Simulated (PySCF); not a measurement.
Dipole response of Co (cobalt, neutral)

[Ar] 3d7 4s2, high-spin 4F determinant. All numbers are calculated (PySCF 2.14, the non-relativistic Hamiltonian (point nucleus), in aug-cc-pVTZ (8s7p5d3f2g, 93 functions)). Coupled (time-dependent) response in atomic units; α is the mean over directions.

```tsv
method	mean α (bohr³)	C₆ (like pair)	S(−4)
B3LYP	54.71	459.9	1578
```

S(−4) is the Cauchy moment in α(ω) = α(0) + S(−4) ω² + …

Reference α: 55 ± 4 bohr³ (recommended; Schwerdtfeger and Nagle, table of static dipole polarizabilities (2023 update)). Published C₆: 408.0 (Chu and Dalgarno (2004); Tang, Norbeck and Certain (1976)).

α(iu) at B3LYP:

| u (hartree) | α(iu) (bohr³) |
| --- | --- |
| 0 | 54.71 |
| 0.0500 | 51.07 |
| 0.100 | 42.82 |
| 0.200 | 26.95 |
| 0.300 | 17.49 |
| 0.500 | 9.160 |
| 0.750 | 5.390 |
| 1.00 | 3.730 |
| 1.50 | 2.228 |
| 2.00 | 1.533 |
| 3.00 | 0.8836 |
| 5.00 | 0.4181 |

A single London oscillator, α(iu) = α/(1 + u²/ω²), gives C₆ = (3/4) ω α². Matching the computed C₆ needs ω = 4 × 459.9 / (3 × 54.71²) = 0.205 hartree.
